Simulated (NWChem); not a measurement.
Species: Si$_{2}$H$_{4}$O$_{2}$; SMILES O1[SiH2]O[SiH2]1

Computed with NWChem. Pople sets run with spherical d functions. The geometry was optimised at PBE0/def2-SVP. One conformer.

Isotropic polarisabilities at PBE0/6-31+G*: 46.61 bohr³ (static) and 46.99 bohr³ at ω = 0.0428 Ha (1065 nm).

### Question
Fit one effective oscillator, α(ω) = α(0)/(1 − ω²/ω₀²), predict α at ω = 0.1139 Ha (400 nm) and compare with a run.

### Answer

1. 1 − α(0)/α(ω) = 0.0081 = (ω/ω₀)², so ω₀ = 0.476 Ha = 13.0 eV.
2. At the second frequency, (ω/ω₀)² = 0.057 and α = 49.4 bohr³.
3. The run gives 49.5 bohr³, a difference of 0.2 %.
